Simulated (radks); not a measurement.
Results of a calculation; reference values are marked as such.
Task: The tin ion Sn3+, configuration [Kr] 4d10 5s1. Level of theory: Dirac Kohn-Sham, PBE, spin-unpolarised, spherical densities, finite nucleus; Fermi nuclear charge, rms radius 4.6519 fm (a radial shooting solver on a logarithmic mesh with Libxc functionals). Some entries of the table are withheld. Estimate them.

| orbital | occ. | eigenvalue (hartree) | <r^2> (bohr^2) |
|---|---|---|---|
| 1s1/2 | 2 | -1066.587 | 0.001143 |
| 2s1/2 | 2 | -161.8950 | 0.01851 |
| 2p1/2 | 2 | (1) | 0.01376 |
| 2p3/2 | 4 | (2) | 0.01506 |
| 3s1/2 | 2 | -32.12189 | 0.1316 |
| 3p1/2 | 2 | (3) | 0.1265 |
| 3p3/2 | 4 | (4) | 0.1350 |
| 3d3/2 | 4 | -18.65991 | 0.1160 |
| 3d5/2 | 6 | -18.34042 | 0.1185 |
| 4s1/2 | 2 | -6.00227 | 0.7578 |
| 4p1/2 | 2 | -4.57058 | 0.8543 |
| 4p3/2 | 4 | -4.29210 | 0.9133 |
| 4d3/2 | 4 | -2.04639 | 1.358 |
| 4d5/2 | 6 | -2.00734 | 1.392 |
| 5s1/2 | 1 | -1.32123 | 5.047 |

Result: 
(1) 2p1/2 eigenvalue (hartree): -151.2989
(2) 2p3/2 eigenvalue (hartree): -142.8229
(3) 3p1/2 eigenvalue (hartree): -27.81675
(4) 3p3/2 eigenvalue (hartree): -26.26893
